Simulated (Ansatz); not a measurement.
BEt2Ph (C10H15B). The state is a singlet with charge 0. Geometry PBE-D4/def2-SVP; atoms count from 1.

| atom | x (Å) | y (Å) | z (Å) |
| --- | --- | --- | --- |
| B1 | 0.095 | 0.176 | 1.045 |
| C2 | -0.596 | 1.433 | 1.717 |
| C3 | -0.710 | 2.741 | 0.924 |
| H4 | -0.158 | 1.618 | 2.723 |
| H5 | -1.622 | 1.039 | 1.949 |
| H6 | -1.293 | 3.512 | 1.468 |
| H7 | 0.293 | 3.170 | 0.721 |
| H8 | -1.194 | 2.588 | -0.062 |
| C9 | 0.923 | -0.824 | 1.952 |
| C10 | 0.898 | -2.322 | 1.621 |
| H11 | 0.690 | -0.653 | 3.027 |
| H12 | 1.969 | -0.432 | 1.845 |
| H13 | 1.586 | -2.906 | 2.266 |
| H14 | -0.119 | -2.743 | 1.763 |
| H15 | 1.177 | -2.519 | 0.567 |
| C16 | -0.037 | -0.079 | -0.500 |
| C17 | -1.275 | 0.075 | -1.172 |
| C18 | -1.400 | -0.171 | -2.547 |
| C19 | -0.275 | -0.545 | -3.299 |
| C20 | 0.969 | -0.688 | -2.662 |
| C21 | 1.078 | -0.476 | -1.280 |
| H22 | -2.168 | 0.379 | -0.602 |
| H23 | -2.379 | -0.059 | -3.039 |
| H24 | -0.367 | -0.725 | -4.381 |
| H25 | 1.856 | -0.980 | -3.246 |
| H26 | 2.059 | -0.607 | -0.797 |

Estimate the Mulliken populations from the PBE0/def2-TZVP orbitals of Ansatz.


| atom | charge (e) |
| --- | --- |
| B1 | 0.08 |
| C2 | -0.28 |
| C3 | -0.35 |
| H4 | 0.12 |
| H5 | 0.13 |
| H6 | 0.12 |
| H7 | 0.12 |
| H8 | 0.13 |
| C9 | -0.28 |
| C10 | -0.35 |
| H11 | 0.12 |
| H12 | 0.13 |
| H13 | 0.12 |
| H14 | 0.12 |
| H15 | 0.13 |
| C16 | 0.11 |
| C17 | -0.20 |
| C18 | -0.14 |
| C19 | -0.10 |
| C20 | -0.14 |
| C21 | -0.20 |
| H22 | 0.13 |
| H23 | 0.12 |
| H24 | 0.12 |
| H25 | 0.12 |
| H26 | 0.13 |
Mulliken values depend strongly on the basis.

And the Mayer bond orders between heavy atoms (over 0.3)?

B1–C2 1.08 (1.58 Å); B1–C9 1.08 (1.58 Å); B1–C16 0.99 (1.57 Å); C2–C3 0.99 (1.53 Å); C9–C10 0.98 (1.53 Å); C16–C17 1.36 (1.42 Å); C16–C21 1.36 (1.42 Å); C17–C18 1.43 (1.40 Å); C18–C19 1.42 (1.40 Å); C19–C20 1.42 (1.40 Å); C20–C21 1.43 (1.40 Å).
